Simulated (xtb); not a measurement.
Level of theory: GFN2-xTB run with xtb.

```
xtb start.xyz --ohess tight --gfn 2 --chrg 0 --uhf 0 --iterations 400

# start.xyz
10

B      0.000000     0.000000     0.000000
Cl     0.001005     1.753197     0.425956
Cl    -1.162065    -0.916833     1.031581
Cl     1.660183    -0.696450     0.117842
C     -1.370048    -0.384053    -4.324275
C     -0.930036    -0.260707    -2.935463
N     -0.489803    -0.137301    -1.545962
H     -2.444793    -0.198903    -4.408042
H     -1.165990    -1.387944    -4.707595
H     -0.849127     0.336641    -4.961153
```

Output:

```
[...]
         ::.................................................::
         :: SCC energy               -23.876055795917 Eh    ::
         :: -> isotropic ES            0.083133436162 Eh    ::
         :: -> anisotropic ES         -0.009147421241 Eh    ::
         :: -> anisotropic XC          0.015408606772 Eh    ::
         :: -> dispersion             -0.008311201339 Eh    ::
         :: repulsion energy           0.196573451519 Eh    ::
         :: add. restraining           0.000000000000 Eh    ::
         :: total charge               0.000000000000 e     ::
         :::::::::::::::::::::::::::::::::::::::::::::::::::::

           -------------------------------------------------
          |                Numerical Hessian                |
           -------------------------------------------------
step length          :   0.00500
SCC accuracy         :   0.30000
Hessian scale factor :   1.00000
frozen atoms in %    :   0.00000    0
RMS gradient         :   0.00008
estimated CPU  time      0.01 min
estimated wall time      0.01 min

writing file <hessian>.

 projected vibrational frequencies (cm⁻¹)
eigval :       -0.00     0.00     0.00     0.00     0.00     0.00
eigval :      -15.84    36.45    36.80   177.26   177.41   221.20
eigval :      279.93   280.10   372.60   372.63   376.09   578.01
eigval :      578.60   659.20   973.58   973.60  1064.37  1348.43
eigval :     1368.52  1368.54  2389.51  3003.37  3003.38  3007.21
           -------------------------------------------------
          |                Property Printout                |
           -------------------------------------------------

    * Orbital Energies and Occupations

         #    Occupation            Energy/Eh            Energy/eV
      -------------------------------------------------------------
         1        2.0000           -1.0407197             -28.3194
       ...           ...                  ...                  ...
         8        2.0000           -0.6163053             -16.7705
         9        2.0000           -0.5941195             -16.1668
        10        2.0000           -0.5571056             -15.1596
        11        2.0000           -0.5571056             -15.1596
        12        2.0000           -0.5114211             -13.9165
        13        2.0000           -0.4749662             -12.9245
        14        2.0000           -0.4749662             -12.9245
        15        2.0000           -0.4206621             -11.4468
        16        2.0000           -0.4198155             -11.4238
        17        2.0000           -0.4198155             -11.4238
        18        2.0000           -0.4113295             -11.1928
        19        2.0000           -0.4113295             -11.1928
        20        2.0000           -0.4090870             -11.1318 (HOMO)
        21                         -0.3078303              -8.3765 (LUMO)
        22                         -0.3078303              -8.3765
        23                         -0.0930161              -2.5311
        24                         -0.0452397              -1.2310
        25                         -0.0445618              -1.2126
        26                         -0.0445618              -1.2126
        27                          0.0356691               0.9706
        28                          0.0356691               0.9706
        29                          0.0361184               0.9828
        30                          0.0365118               0.9935
        31                          0.0365118               0.9935
       ...                                ...                  ...
        46                          1.1880646              32.3289
      -------------------------------------------------------------
                  HL-Gap            0.1012567 Eh            2.7553 eV
             Fermi-level           -0.3584587 Eh           -9.7542 eV

     #   Z          covCN         q      C6AA      α(0)
     1   5 B        3.288     0.486    14.650     6.383
     2  17 Cl       0.938    -0.308   109.007    15.973
     3  17 Cl       0.938    -0.308   109.007    15.973
     4  17 Cl       0.938    -0.308   109.007    15.973
     5   6 C        3.754    -0.119    22.832     6.814
     6   6 C        1.891     0.165    27.148     8.415
     7   7 N        1.854    -0.022    22.388     7.013
     8   1 H        0.924     0.138     1.479     1.902
     9   1 H        0.924     0.138     1.479     1.902
    10   1 H        0.924     0.138     1.479     1.902

 Mol. C6AA /au·bohr⁶  :       2859.276269
 Mol. C8AA /au·bohr⁸  :      99137.537686
 Mol. α(0) /au        :         82.248171

Wiberg/Mayer (AO) data.
largest (>0.10) Wiberg bond orders for each atom

 ---------------------------------------------------------------------------
     #   Z sym  total        # sym  WBO       # sym  WBO       # sym  WBO
 ---------------------------------------------------------------------------
     1   5 B    3.412 --     2 Cl   0.861     3 Cl   0.861     4 Cl   0.861
                             7 N    0.807
     2  17 Cl   1.002 --     1 B    0.861
     3  17 Cl   1.002 --     1 B    0.861
     4  17 Cl   1.002 --     1 B    0.861
     5   6 C    3.972 --     6 C    1.133    10 H    0.921     8 H    0.921
                             9 H    0.921
     6   6 C    3.931 --     7 N    2.588     5 C    1.133
     7   7 N    3.635 --     6 C    2.588     1 B    0.807
     8   1 H    0.978 --     5 C    0.921
     9   1 H    0.978 --     5 C    0.921
    10   1 H    0.978 --     5 C    0.921
 ---------------------------------------------------------------------------

Topologies differ in total number of bonds
Writing topology from bond orders to xtbtopo.mol

molecular dipole:
                 x           y           z       tot (Debye)
 q only:       -1.240      -0.347      -3.913
   full:       -1.202      -0.337      -3.792      10.147
molecular quadrupole (traceless):
                xx          xy          yy          xz          yz          zz
 q only:      -12.069       1.262     -16.218      14.213       3.984      28.287
  q+dip:      -13.441       1.406     -18.062      15.829       4.437      31.503
   full:      -12.699       1.328     -17.065      14.955       4.192      29.764

           -------------------------------------------------
          |                Geometry Summary                 |
           -------------------------------------------------

      molecular mass/u    :      158.2218380
   center of mass at/Å    :       -0.1945574      -0.0545377      -0.6140715
Molecule has the following symmetry elements: (C3)
It seems to be the C3 point group
  moments of inertia/u·Å² :        0.3364364E+03   0.5380903E+03   0.5380903E+03
rotational constants/cm⁻¹ :        0.5010645E-01   0.3132863E-01   0.3132863E-01

 * 9 selected distances

     #   Z          #   Z                                           value/Å
     1   5 B        2  17 Cl                                      1.8307276
     1   5 B        3  17 Cl                                      1.8307276
     1   5 B        4  17 Cl                                      1.8307277 (max)
     5   6 C        6   6 C                                       1.4129259
     1   5 B        7   7 N                                       1.5027418
     6   6 C        7   7 N                                       1.1480930
     5   6 C        8   1 H                                       1.0909314
     5   6 C        9   1 H                                       1.0909314
     5   6 C       10   1 H                                       1.0909313 (min)

 * 5 distinct bonds (by element types)

   Z      Z             #   av. dist./Å        max./Å        min./Å
   1 H    6 C           3     1.0909314     1.0909314     1.0909313
   6 C    6 C           1     1.4129259     1.4129259     1.4129259
   5 B    7 N           1     1.5027418     1.5027418     1.5027418
   6 C    7 N           1     1.1480930     1.1480930     1.1480930
   5 B   17 Cl          3     1.8307276     1.8307277     1.8307276

           -------------------------------------------------
          |               Frequency Printout                |
           -------------------------------------------------
 projected vibrational frequencies (cm⁻¹)
eigval :       -0.00     0.00     0.00     0.00     0.00     0.00
eigval :      -15.84    36.45    36.80   177.26   177.41   221.20
eigval :      279.93   280.10   372.60   372.63   376.09   578.01
eigval :      578.60   659.20   973.58   973.60  1064.37  1348.43
eigval :     1368.52  1368.54  2389.51  3003.37  3003.38  3007.21
 reduced masses (amu)
   1: 31.36   2: 28.23   3: 33.03   4: 26.64   5: 25.99   6: 16.61   7:  1.34   8: 22.95
   9: 22.96  10: 31.49  11: 31.44  12: 23.17  13: 18.10  14: 18.07  15: 14.83  16: 14.82
  17: 31.46  18: 13.37  19: 13.39  20: 10.88  21:  4.50  22:  4.50  23: 10.45  24:  4.10
  25:  1.52  26:  1.52  27: 12.77  28:  1.96  29:  1.96  30:  1.25
 IR intensities (km·mol⁻¹)
   1:  3.41   2:  3.39   3:  1.56   4:  0.67   5:  0.79   6:  6.67   7:  0.00   8:  3.50
   9:  3.65  10:  1.63  11:  1.23  12: 26.04  13:  4.45  14:  4.41  15:  5.19  16:  5.18
  17:  2.84  18: 29.07  19: 30.44  20: 47.46  21: 18.38  22: 18.56  23: 59.35  24: 86.66
  25: 27.71  26: 27.57  27:148.71  28:  5.07  29:  5.09  30: 17.26
 Raman intensities (Ä⁴*amu⁻¹)
   1:  0.00   2:  0.00   3:  0.00   4:  0.00   5:  0.00   6:  0.00   7:  0.00   8:  0.00
   9:  0.00  10:  0.00  11:  0.00  12:  0.00  13:  0.00  14:  0.00  15:  0.00  16:  0.00
  17:  0.00  18:  0.00  19:  0.00  20:  0.00  21:  0.00  22:  0.00  23:  0.00  24:  0.00
  25:  0.00  26:  0.00  27:  0.00  28:  0.00  29:  0.00  30:  0.00
 output can be read by thermo (or use thermo option).
 writing <g98.out> molden fake output.
 recommended (thermochemical) frequency scaling factor: 1.0
           -------------------------------------------------
          |             Thermodynamic Functions             |
           -------------------------------------------------

c3  symmetry found (for desy threshold:  0.10E+00) used in thermo
 inverting freq            1   15.837468129147553

          ...................................................
          :                      SETUP                      :
          :.................................................:
          :  # frequencies                          24      :
          :  # imaginary freq.                       0      :
          :  linear?                             false      :
          :  only rotor calc.                    false      :
          :  symmetry                               c3      :
          :  rotational number                       3      :
          :  scaling factor                  1.0000000      :
          :  rotor cutoff                   50.0000000 cm⁻¹ :
          :  imag. cutoff                  -20.0000000 cm⁻¹ :
          :.................................................:

    mode    ω/cm⁻¹     T·S(HO)/kcal·mol⁻¹    T·S(FR)/kcal·mol⁻¹   T·S(vib)
   ------------------------------------------------------------------------
       1     15.84    -2.11616 (  1.00%)    -1.39645 ( 99.00%)    -1.40363
       2     36.45    -1.62293 ( 22.02%)    -1.14991 ( 77.98%)    -1.25407
       3     36.80    -1.61731 ( 22.68%)    -1.14710 ( 77.32%)    -1.25374
       4    177.26    -0.70276 ( 99.37%)    -0.68157 (  0.63%)    -0.70262
       5    177.41    -0.70228 ( 99.37%)    -0.68131 (  0.63%)    -0.70215
       6    221.20    -0.58116 ( 99.74%)    -0.61597 (  0.26%)    -0.58125
       7    279.93    -0.45739 ( 99.90%)    -0.54623 (  0.10%)    -0.45748
       8    280.10    -0.45708 ( 99.90%)    -0.54605 (  0.10%)    -0.45717
   ------------------------------------------------------------------------

   temp. (K)  partition function   enthalpy   heat capacity  entropy
                                   cal/mol     cal/K/mol   cal/K/mol   J/K/mol
 298.15  VIB  0.909E+04             4309.548     21.523     27.721
         ROT  0.251E+06              888.752      2.981     27.691
         INT  0.228E+10             5198.300     24.504     55.413
         TR   0.193E+28             1481.254      4.968     41.067
         TOT                        6679.5543    29.4717    96.4797   403.6711

       T/K    H(0)-H(T)+PV         H(T)/Eh          T*S/Eh         G(T)/Eh
   ------------------------------------------------------------------------
    298.15    0.106445E-01    0.622738E-01    0.458406E-01    0.164331E-01
   ------------------------------------------------------------------------

         :::::::::::::::::::::::::::::::::::::::::::::::::::::
         ::                  THERMODYNAMIC                  ::
         :::::::::::::::::::::::::::::::::::::::::::::::::::::
         :: total free energy         -23.663049204338 Eh   ::
         ::.................................................::
         :: total energy              -23.679482344401 Eh   ::
         :: zero point energy           0.051629220061 Eh   ::
         :: G(RRHO) w/o ZPVE           -0.035196079998 Eh   ::
         :: G(RRHO) contrib.            0.016433140063 Eh   ::
         :::::::::::::::::::::::::::::::::::::::::::::::::::::
imag cut-off (cm-1) :    5.00
 found            1  significant imaginary frequency
 writing imag mode distorted coords to xtbhess.xyz
 for further optimization.

optimized geometry written to: xtbopt.xyz

           -------------------------------------------------
          | TOTAL ENERGY              -23.679482344401 Eh   |
          | TOTAL ENTHALPY            -23.617208576932 Eh   |
          | TOTAL FREE ENERGY         -23.663049204338 Eh   |
          | GRADIENT NORM               0.000081167485 Eh/α |
          | HOMO-LUMO GAP               2.755334765081 eV   |
           -------------------------------------------------

------------------------------------------------------------------------
```

Cost: very roughly 1.1 core-seconds.
